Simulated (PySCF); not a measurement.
`O=CCC(F)(F)F`, C$_{3}$H$_{3}$F$_{3}$O

Geometry (Å), atoms numbered from 1 in this order:
```xyz
10

O     2.3025    0.6537    0.5758
C     1.1065    0.7196    0.5506
C     0.2141   -0.4796    0.3235
C    -0.9211   -0.1962   -0.6277
F    -0.4667    0.2053   -1.8174
F    -1.6757   -1.2765   -0.8223
F    -1.7152    0.7731   -0.1569
H     0.5680    1.6855    0.7229
H    -0.2320   -0.7694    1.2895
H     0.8165   -1.3179   -0.0511
```

Method: TDDFT CAM-B3LYP/def2-TZVPD excited states, vertical, gas phase in PySCF. Geometry: PBE0-D3(BJ)/def2-SVP.

(1) Give the one- and two-photon strengths of the lowest singlets.

## Answers

(1) δ for parallel linear polarisation; σ at the peak of a Lorentzian of half width 0.1 eV, single beam; Ω is circular over linear.
```tsv
state	E (eV)	f	photon λ (nm)	δ (au)	σ (GM)	Ω	main
S1	4.27	0.000	581	0.2	0.00	1.25	HOMO→LUMO 0.97
S2	7.46	0.005	332	83.1	1.70	0.48	HOMO→LUMO+1 0.75, HOMO→LUMO+2 0.11
S3	8.07	0.068	307	28.8	0.69	0.81	HOMO→LUMO+2 0.75
S4	8.49	0.031	292	123	3.24	0.33	HOMO→LUMO+4 0.62, HOMO→LUMO+3 0.13
S5	8.58	0.008	289	103	2.78	0.65	HOMO→LUMO+3 0.47, HOMO→LUMO+4 0.20
S6	8.86	0.005	280	5.45	0.16	0.82	HOMO−2→LUMO 0.66, HOMO−6→LUMO 0.12
```

Among these, the strongest one-photon state is S3, the strongest two-photon state S4, with a dipole change of 0.6 D (relaxed, norm of the difference vector).
